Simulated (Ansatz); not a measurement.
Program: Ansatz. Geometries: PBE0-D4/def2-TZVP. ΔE: electronic, gas phase. CCSD(T)/CBS is the MP2 limit (def2-TZVPP, def2-QZVPP) plus CCSD(T) − MP2 in def2-TZVPP, frozen cores. This one scheme is used for every species, atoms too. Functionals use def2-TZVPP. B3LYP here is the variant with VWN-RPA as its local correlation; programs differ in this. Open shells (•) are unrestricted, without spin–orbit coupling. Spin–orbit coupling would lower the free atoms: a little for B, C, Si. Each species was taken in one conformer, which may not be the lowest.

Reaction (atomization): `C[SiH2]B[SiH3]` → B• + C• + 9 H• + 2 Si•

`C[SiH2]B[SiH3]`:

Cartesian coordinates in Å:
```
C 0.480 1.746 -0.725
Si 0.939 -0.036 -1.090
B 0.214 -1.389 0.201
Si -1.295 -0.999 1.462
H -0.603 1.860 -0.650
H 0.919 2.074 0.220
H 0.840 2.413 -1.512
H 2.417 -0.157 -1.252
H 0.325 -0.457 -2.391
H 0.713 -2.478 0.219
H -0.624 -0.437 2.675
H -2.093 -2.182 1.888
H -2.233 0.042 0.957
```

```tsv
level	ΔE (kJ/mol)
PBE	4157.0
B3LYP	4158.6
CCSD/def2-TZVPP	4059.2
SCS-MP2/def2-QZVPP	4169.4
```

What does CCSD(T)/CBS give? (Estimate.)

The calculation gave: +4183.5 kJ/mol. The listed levels differ from it by -26.5, -24.9, -124.3, -14.1 kJ/mol.

Largest T1 diagnostic among the species: 0.014.

In def2-TZVPP, CCSD(T) changes the Hartree–Fock value by +837.2 kJ/mol (the triples alone add +34.1 kJ/mol) and MP2 by +816.2 kJ/mol; breaking electron pairs costs correlation energy, which Hartree–Fock lacks. The D4 term adds +41.4 kJ/mol with B3LYP and +22.1 kJ/mol with PBE0; it sums over pairs of atoms, weighted by their polarisabilities, and B3LYP, whose exchange is more repulsive, gets the larger term. From PBE to PBE0 (25 % exact exchange), in def2-TZVPP and without D4, ΔE moves by −5.6 kJ/mol: exact exchange takes away binding that semilocal exchange gives to molecules.

For atomizations the MP2-based limit and the directly extrapolated one differ by several kJ/mol either way, and by 10 to 25 for some Ge, Se and Sn compounds, so smaller differences from it don't rank the levels.
